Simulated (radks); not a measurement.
Correlation energies from several functionals, in hartree. Species: Li+ [He]; Sb3+ [Kr] 4d10 5s2; He+ 1s1. All-electron calculation, non-relativistic Kohn-Sham, exchange-only LDA, spin-polarised, spherical densities, point nucleus. Program: a radial shooting solver on a logarithmic mesh with Libxc functionals. Every spin shell is full or empty, so the densities are truly spherical. Functionals are evaluated on that one density, not self-consistently.

| functional | Li+ | Sb3+ | He+ |
|---|---|---|---|
| PW92 | -0.13341 | -4.7259 | -0.029152 |
| VWN5 | -0.13405 | -4.7466 | -0.029094 |
| PZ | -0.13280 | -4.7247 | -0.029275 |
| Chachiyo | -0.13015 | -4.6657 | -0.028933 |
| PBEsol | -0.055879 | -2.9654 | -0.0083423 |
| LYP | -0.047557 | -2.4949 | 0 |
| P86 | -0.044601 | -2.9709 | 0.0022546 |
| AM05 | -0.11618 | -4.4048 | -0.025463 |
| OP (B88) | -0.060196 | -2.4259 | 0 |
| TPSS | -0.045180 | -2.6227 | 0 |
| revTPSS | -0.047931 | -2.6523 | 0 |
| SCAN | -0.040152 | -2.6183 | 0 |
| r2SCAN | -0.040152 | -2.6338 | 0 |
| B95 | -0.049650 | -3.2218 | 0 |
| Tao-Mo | -0.030608 | -2.5342 | 0 |
